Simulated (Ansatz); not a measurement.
Coupled-cluster diagnostics for Hf(OH)4 (HfO4H4), Ansatz.

Geometry of the singlet (PBE0-D4/def2-SVP):

```xyz
9

Hf    0.000    0.000    0.000
O    -0.931    1.489   -0.803
H    -1.385    2.224   -1.206
O     0.951    0.605    1.568
H     1.416    0.913    2.341
O     1.254   -0.735   -1.272
H     1.869   -1.105   -1.899
O    -1.274   -1.360    0.506
H    -1.899   -2.031    0.764
```

In the def2 sets Hf takes a core potential; there is no spin–orbit coupling. Correlated methods freeze 4 core orbitals; core or outer-core shells of Hf are correlated, in sets that lack core-valence functions.

Question: Estimate the CCSD(T) correlation energy, the shares of MP2 and (T), T1 and the reference's ⟨S²⟩ for: charge 0, singlet, own geometry in def2-TZVP; and the rough time on 4 threads of Arm Neoverse V2 on a shared host.

Answer: 
```json
{"state": "charge 0, singlet, own geometry", "basis": "def2-TZVP", "correlation (eV)": "-35.134", "MP2 share (%)": "96.8", "(T) share (%)": "3.4", "T1": "0.014", "⟨S²⟩ (pure)": "0.00 (0.00)", "wall time": "1.7 min"}
```
Customary marks for T1 are 0.02 (closed shells), 0.045 (open shells) and about 0.05 (3d metals). T1 stays under 0.02 throughout.
